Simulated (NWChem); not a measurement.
System: Si₂H₅ cation

The following NWChem deck was run.

```
start job
memory heap 200 mb stack 900 mb global 1100 mb
charge 1
geometry units angstroms noautoz
  Si     0.015296    -1.215309    -0.003552
  Si     0.019302     1.166669    -0.012251
  H      1.220788    -2.076481     0.015627
  H     -1.230077    -2.017854     0.008974
  H     -0.542309     1.466499     1.325832
  H      1.426174     1.567781    -0.200855
  H     -0.895591     1.500801    -1.125630
end
basis spherical
  * library def2-tzvp
end
dft
  xc m06-2x
  iterations 150
  mulliken
end
task dft energy
```

Coordinates come from a B3LYP/6-31G* (spherical d) optimisation.

Question: What results follow from this input? (M06-2X/def2-TZVP.) Quantities: energy (Ha); highest occupied level (eV); orbital gap (eV).

Answer: 
```yaml
energy (Ha): -581.61
highest occupied level (eV): -15.67
orbital gap (eV): 7.19
```
